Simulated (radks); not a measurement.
The europium ion Eu6+, 57 electrons, occupied as [Kr] 4d10 4f5 5s2 5p4. Method: scalar-relativistic Kohn-Sham, LDA (Slater exchange, Perdew-Wang correlation), spin-polarised, spherical densities, finite nucleus; open shells are filled with parallel spins first (spin-orbit coupling, left out, can overturn this in heavy ions); Fermi nuclear charge, rms radius 5.1115 fm; computed with a radial shooting solver on a logarithmic mesh with Libxc functionals.

Normalised radial functions P(r) = r R(r), r in bohr:

| r | 5s up | 5p up | 4f down |
|---|---|---|---|
| 0.002731 | 0.0986 | 0.0059 | 0.0000 |
| 0.003613 | 0.1185 | 0.0095 | 0.0000 |
| 0.004743 | 0.1386 | 0.0150 | 0.0000 |
| 0.006225 | 0.1572 | 0.0236 | 0.0000 |
| 0.008237 | 0.1709 | 0.0372 | 0.0000 |
| 0.01081 | 0.1732 | 0.0568 | 0.0000 |
| 0.01419 | 0.1570 | 0.0847 | 0.0001 |
| 0.01878 | 0.1124 | 0.1233 | 0.0003 |
| 0.02465 | 0.0359 | 0.1690 | 0.0008 |
| 0.03235 | -0.0704 | 0.2160 | 0.0021 |
| 0.0428 | -0.1893 | 0.2493 | 0.0055 |
| 0.05618 | -0.2692 | 0.2402 | 0.0134 |
| 0.07375 | -0.2527 | 0.1604 | 0.0313 |
| 0.09758 | -0.0899 | -0.0086 | 0.0705 |
| 0.1281 | 0.1732 | -0.2170 | 0.1444 |
| 0.1681 | 0.3832 | -0.3565 | 0.2718 |
| 0.2224 | 0.3235 | -0.2811 | 0.4705 |
| 0.292 | -0.0615 | 0.0429 | 0.7148 |
| 0.3832 | -0.4982 | 0.4247 | 0.9543 |
| 0.503 | -0.5381 | 0.5237 | 1.1047 |
| 0.6656 | 0.0024 | 0.1398 | 1.0991 |
| 0.8736 | 0.7127 | -0.4915 | 0.9395 |
| 1.147 | 1.0632 | -0.9412 | 0.6870 |
| 1.517 | 0.8701 | -0.9320 | 0.4125 |
| 1.991 | 0.4415 | -0.5808 | 0.1981 |
| 2.614 | 0.1329 | -0.2245 | 0.0687 |
| 3.459 | 0.0199 | -0.0464 | 0.0144 |
| 4.54 | 0.0014 | -0.0049 | 0.0017 |

5s up: eigenvalue -121.77 eV, 4 radial nodes at r = 0.0272, 0.108, 0.282, 0.665 bohr, <r> = 1.28 bohr, 90 % of the charge inside 1.81 bohr. 5p up: eigenvalue -97.181 eV, 3 radial nodes at r = 0.0964, 0.284, 0.709 bohr, <r> = 1.42 bohr, 90 % of the charge inside 2.03 bohr. 4f down (empty): eigenvalue -83.187 eV, 0 radial nodes, <r> = 0.799 bohr, 90 % of the charge inside 1.32 bohr.
